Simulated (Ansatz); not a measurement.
Ansatz results at the PBE0-D4/def2-TZVP geometry: size of the dipole moment (ωB97M-V/def2-TZVPP) 1.94 D; size of the dipole moment (B3LYP/def2-TZVPP) 1.90 D; size of the dipole moment (PBE/def2-TZVPP) 1.80 D.

**Question.** Which molecule gave them?
A. `CO[Si](F)S`•
B. `[CH3][GeH][SiH3]`•
C. `[Cl][Zn]`•
D. `[CH2][SiH](Cl)Cl`•

**Answer.** D. The others give `CO[Si](F)S`•: 2.29, 2.29, 2.13; `[Cl][Zn]`•: 2.71, 2.66, 2.40; `[CH3][GeH][SiH3]`•: 0.80, 0.84, 0.92.

B3LYP here is the variant with VWN-RPA as its local correlation; programs differ in this.
